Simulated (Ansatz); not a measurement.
Consider the formal exchange of groups at a Ge–Cl bond: `[OH][GeH]([Cl])[Cl]` + CH₄ → `[CH3][GeH]([OH])[Cl]` + HCl.

Program: Ansatz. Geometries: PBE0-D4/def2-TZVP. ΔE: electronic, gas phase. CBS: MP2 limit from def2 TZ/QZ plus the TZ coupled-cluster correction, frozen cores. This one scheme is used for every species. DFT in def2-TZVPP. HSE06 is defined as in plane-wave codes. For Ge outer-core shells are correlated without core-valence functions, which leaves a few kJ/mol of doubt a bond. Scalar relativity is left out up to krypton. One conformer a species, not always the lowest.

`[OH][GeH]([Cl])[Cl]`:

Z-matrix (Å, degrees):
```
Ge
Cl 1 2.137
Cl 1 2.137 2 106.8
O 1 1.752 2 109.7 3 -118.8
H 1 1.521 2 111.2 3 121.6
H 4 0.961 1 113.6 2 58.9
```

CH₄:

```xyz
5

C     0.000    0.000    0.000
H    -0.769    0.531   -0.560
H     0.732   -0.416   -0.692
H    -0.459   -0.807    0.571
H     0.496    0.691    0.681
```

`[CH3][GeH]([OH])[Cl]`:

Z-matrix (Å, degrees):
```
C
Ge 1 1.936
H 1 1.090 2 110.0
H 1 1.091 2 109.7 3 120.3
H 1 1.090 2 109.7 3 -119.6
O 2 1.770 1 112.1 3 179.9
Cl 2 2.165 1 107.0 3 61.9
H 2 1.530 1 116.5 3 -59.2
H 6 0.960 2 113.1 1 -65.0
```

HCl:

Cartesian coordinates in Å:
```
Cl -0.600 0.110 -0.191
H 0.600 -0.110 0.191
```

```
             level  ΔE (kJ/mol)  difference from CCSD(T)/CBS
       LDA (SPW92)         79.8                          0.3
            PBE-D4         85.5                          6.0
         revPBE-D4         85.9                          6.4
           BLYP-D4         88.7                          9.2
         r2SCAN-D4         89.5                         10.0
           PBE0-D4         85.6                          6.1
        r2SCANh-D4         89.1                          9.6
        r2SCAN0-D4         88.6                          9.1
          BHLYP-D4         90.8                         11.3
      CAM-B3LYP-D4         85.8                          6.3
           ωB97X-V         85.3                          5.8
           ωB97M-V         85.3                          5.8
            B2PLYP         87.3                          7.8
          PBE-QIDH         85.1                          5.6
               PBE         85.9                          6.4
            revPBE         87.2                          7.7
              BLYP         89.3                          9.8
            r2SCAN         89.9                         10.4
              PBE0         85.9                          6.4
           r2SCAN0         88.9                          9.4
             HSE06         86.2                          6.7
             BHLYP         90.3                         10.8
         CAM-B3LYP         86.1                          6.6
           LC-ωPBE         81.5                          2.0
RPA@PBE/def2-TZVPP         76.0                         -3.5
       HF/def2-SVP         96.4                         16.9
      MP2/def2-SVP         90.8                         11.3
     CCSD/def2-SVP         88.8                          9.3
  CCSD(T)/def2-SVP         88.9                          9.4
     HF/def2-TZVPP         95.0                         15.5
    MP2/def2-TZVPP         82.3                          2.8
SCS-MP2/def2-TZVPP         83.4                          3.9
   CCSD/def2-TZVPP         79.4                         -0.1
CCSD(T)/def2-TZVPP         79.5                          0.0
     HF/def2-QZVPP         94.9                         15.4
    MP2/def2-QZVPP         82.3                          2.8
SCS-MP2/def2-QZVPP         83.5                          4.0
      HF/CBS(def2)         94.9                         15.4
     MP2/CBS(def2)         82.3                          2.8
    CCSD/CBS(def2)         79.4                         -0.1
       CCSD(T)/CBS         79.5                            0
```

What do rigid-rotor, harmonic-oscillator terms from PBE0-D4/def2-TZVP frequencies (298.15 K, 1 bar) make of the CCSD(T)/CBS value? (Estimate.)

The calculation gave: ΔZPE = -7.5 kJ/mol, ΔH = +72.8 kJ/mol, ΔS = 9 J/(mol·K), ΔG = +70.1 kJ/mol.

Largest T1 diagnostic among the species: 0.010.

In def2-TZVPP, CCSD(T) changes the Hartree–Fock value by −15.5 kJ/mol (the triples alone add +0.1 kJ/mol) and MP2 by −12.7 kJ/mol. At CCSD(T), def2-SVP lies +9.4 kJ/mol from the extrapolated value and def2-TZVPP −0.0 kJ/mol.
